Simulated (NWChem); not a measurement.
System: C2H5ClSi; SMILES C=C([SiH3])Cl

Results from NWChem. Structure relaxed at the PBE0/def2-SVP level.

Diagonal of the polarisability tensor at PBE0/def2-SVPD, static: 77.70, 74.01, 51.66 bohr³.

**Question.** Find the mean polarisability volume, the molar refraction, and the refractive index that an ideal gas of it would have at 273.15 K and 1 atm.

**Answer.** 
1. Mean: one third of the trace = 67.79 bohr³ × 0.14818 Å³/bohr³ = 10.05 Å³.
2. Molar refraction (Lorentz-Lorenz): (4π/3) N_A α = 25.3 cm³/mol.
3. Number density p/kT = 2.687 × 10⁻⁵ Å⁻³; n − 1 = 2π N α = 16.96 × 10⁻⁴.
4. These hold the electronic response alone: vibrational and orientational terms add to the static dielectric constant.
